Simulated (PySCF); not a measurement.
B3LYP has the VWN-RPA correlation part, as in Gaussian. Delta-SCF ions had no search for a lower state. Excitations are Tamm–Dancoff values on a coarser integration grid. The basis has no diffuse functions, so Rydberg states are missing or too high.

Cartesian coordinates (Å):
```xyz
9

C     -1.0389    -0.3971    -0.7317
C     -0.0851     0.2138    -0.0302
N      0.9400    -0.4064     0.6927
O     -0.0478     1.5754     0.0747
H     -0.9921    -1.4590    -0.9194
H     -1.8677     0.1680    -1.1274
H      0.8950    -1.4146     0.6645
H      1.8649    -0.0780     0.4416
H      0.3317     1.7979     0.9352
```
Charge 0, spin multiplicity 1.

### Question
What vertical ionisation energy (Delta-SCF), LUMO, S1 excitation (TDA), HOMO–LUMO gap, dipole moment, total energy, S1–T1 gap (TDA) and HOMO does B3LYP-D3(BJ)/def2-TZVP run with PySCF give?

### Answer

```json
{
 "vertical ionisation energy (Delta-SCF)": "8.49 eV",
 "LUMO": "0.44 eV",
 "S1 excitation (TDA)": "5.40 eV",
 "HOMO–LUMO gap": "6.41 eV",
 "dipole_moment": "0.492 e·Å",
 "total_energy": "-209.2760 Ha",
 "S1–T1 gap (TDA)": "0.98 eV",
 "HOMO": "-5.97 eV"
}
```
